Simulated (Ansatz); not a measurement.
Reaction (ligand exchange at the Al–N bond): `O=C=[N][Al]([F])[Cl]` + `O[Si](O)(O)O` → `O[Si](O)(O)[O][Al]([F])[Cl]` + `N=C=O`

Computed with Ansatz on PBE0-D4/def2-TZVP structures; ΔE is electronic, products minus reactants. CCSD(T)/CBS adds triple-zeta CCSD(T) − MP2 to the extrapolated MP2 energy (def2 sets, frozen cores). This one scheme is used for every species. Functionals use def2-TZVPP. Each species was taken in one conformer, which may not be the lowest.

Is it downhill or uphill in electronic energy at CCSD(T)/CBS, and by how much? (Estimate.)

Computed: Downhill: ΔE = -4.3 kcal/mol.

What do these levels give: r2SCAN-D4, BHLYP-D4, B2PLYP, PBE-QIDH, BHLYP, SCS-MP2/def2-QZVPP? (Best estimate.)

The calculation gave: r2SCAN-D4 -4.3, BHLYP-D4 -4.3, B2PLYP -3.8, PBE-QIDH -3.1, BHLYP -3.2, SCS-MP2/def2-QZVPP -4.1 kcal/mol.

Largest T1 diagnostic among the species: 0.018.

Leaving LDA and LC-ωPBE aside and taking each functional with its dispersion term where it has one, the values, not all of them listed here, spread over 2.0 kcal/mol, from BLYP-D4 to PBE-QIDH. The D4 term adds −0.9 kcal/mol with B3LYP and −0.6 kcal/mol with PBE0; it sums over pairs of atoms, weighted by their polarisabilities, and B3LYP, whose exchange is more repulsive, gets the larger term.

B3LYP here is the variant with VWN-RPA as its local correlation; programs differ in this.
